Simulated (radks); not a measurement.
The numbers below are computed, except where a source is named.
Task: The mean radii <r> (bohr) of the occupied orbitals of an atom or ion are listed with their occupations. Code: a radial shooting solver on a logarithmic mesh with Libxc functionals. Model: Dirac Kohn-Sham, BLYP, spin-unpolarised, spherical densities, finite nucleus; Fermi nuclear charge, rms radius of each element as measured or else 0.836 A^(1/3) + 0.57 fm.

| orbital | occ. | <r> |
|---|---|---|
| 1s1/2 | 2 | 0.05213 |
| 2s1/2 | 2 | 0.2350 |
| 2p1/2 | 2 | 0.2041 |
| 2p3/2 | 4 | 0.2075 |
| 3s1/2 | 2 | 0.6917 |
| 3p1/2 | 2 | 0.7082 |
| 3p3/2 | 4 | 0.7170 |
| 3d3/2 | 4 | 0.7630 |
| 3d5/2 | 2 | 0.7661 |

Name the element and its charge. Open shells, if any, fill j = l - 1/2 first.

Result: Z = 29, copper, charge +5: Cu5+ in [Ar] 3d6. The 1s radius gives Z: for a bare nucleus <r> = (2 gamma + 1)/(2Z) with gamma = sqrt(1 - (Z/c)^2), 0.05094 bohr for Z = 29, and screening makes it slightly larger (0.05213 here). The occupations add up to 24, and the charge is Z minus that.
